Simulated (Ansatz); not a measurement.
Calculated with Ansatz (gas phase, PBE0-D4/def2-TZVP geometries, no zero-point term in ΔE). CCSD(T)/CBS adds triple-zeta CCSD(T) − MP2 to the extrapolated MP2 energy (def2 sets, frozen cores). Functionals use def2-TZVPP. Elements past krypton have def2 core potentials. For Br, Sn outer-core shells are correlated without core-valence functions, which leaves a few kJ/mol of doubt a bond. Scalar relativity is left out up to krypton.

Consider the redistribution: `[SiH3][SnH]([Cl])[Cl]` + `[CH3][Al]([SiH3])[Br]` → `[Cl][SnH]([Cl])[Br]` + `[CH3][Al]([SiH3])[SiH3]`.

| level | ΔE (kJ/mol) | difference from CCSD(T)/CBS |
| --- | --- | --- |
| PBE-D4 | 98.0 | -8.3 |
| r2SCAN-D4 | 105.5 | -0.8 |
| ωB97X-V | 105.1 | -1.2 |
| B2PLYP | 108.8 | 2.5 |
| HF/def2-TZVPP | 110.0 | 3.7 |
| MP2/def2-TZVPP | 115.0 | 8.7 |
| HF/def2-QZVPP | 108.6 | 2.3 |
| MP2/def2-QZVPP | 114.4 | 8.1 |
| HF/CBS(def2) | 108.4 | 2.1 |
| CCSD/CBS(def2) | 107.8 | 1.5 |
| CCSD(T)/CBS | 106.3 | 0 |

Largest T1 diagnostic among the species: 0.013.

From PBE to PBE0 (25 % exact exchange), in def2-TZVPP and without D4, ΔE moves by +3.8 kJ/mol.
